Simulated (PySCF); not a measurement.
The vertical singlet excitations below were computed for one of the candidates. The calculation used PySCF, TDDFT B3LYP/def2-SVPD, vertical, gas phase, core orbitals frozen in the response. Geometries: GFN2-xTB, one conformer each.

```json
{"state": "S1", "E (eV)": "5.32", "λ (nm)": "233.0", "f": "0.011"}
{"state": "S2", "E (eV)": "5.41", "λ (nm)": "229.4", "f": "0.0064"}
{"state": "S3", "E (eV)": "5.43", "λ (nm)": "228.3", "f": "0.092"}
{"state": "S4", "E (eV)": "5.84", "λ (nm)": "212.2", "f": "0.013"}
{"state": "S5", "E (eV)": "5.87", "λ (nm)": "211.1", "f": "0.030"}
{"state": "S6", "E (eV)": "6.00", "λ (nm)": "206.5", "f": "0.049"}
{"state": "S7", "E (eV)": "6.05", "λ (nm)": "205.0", "f": "0.083"}
{"state": "S8", "E (eV)": "6.22", "λ (nm)": "199.3", "f": "0.022"}
```

Orbital energies (eV): HOMO-3 -8.87, HOMO-2 -7.30, HOMO-1 -6.40, HOMO -5.95, LUMO -0.26, LUMO+1 0.26, LUMO+2 0.45.

Task: Which structure fits?
A. `c1cc(ccc1)/C=N\[H]`
B. `Cc1cpc(C=O)o1`
C. `CCc1cn(C)cp1`

Result: C. Its S1, at 5.32 eV, is the highest among the candidates; the nearest of the others has S1 at 4.31 eV. S1 is HOMO-1→LUMO (62%), HOMO→LUMO+2 (34%). Löwdin shares by element: HOMO carbon 38% or more, phosphorus 35%, nitrogen 12%; LUMO carbon 36% or more, phosphorus 33%, nitrogen 16% (atoms not listed hold the other 15%). At the same level the other candidates give, for their lowest levels:
- `[H]/N=C\c1ccccc1`: 4.31 eV (f 0.002); 4.95 eV (f 0.014); 5.23 eV (f 0.255); 5.68 eV (f 0.000); 6.23 eV (f 0.230); T1 3.54 eV; HOMO -7.21, LUMO -1.75 eV
- `Cc1cpc(C=O)o1`: 3.28 eV (f 0.001); 4.19 eV (f 0.235); 4.86 eV (f 0.010); 5.00 eV (f 0.036); 6.15 eV (f 0.004); T1 2.46 eV; HOMO -6.94, LUMO -2.63 eV

Conformer computed: `[CH3:1][CH2:2][c:3]1[cH:4][n:5]([CH3:6])[cH:7][p:8]1`: C1–C2–C3–C4 -87°.
Triplets come from the Tamm–Dancoff approximation.
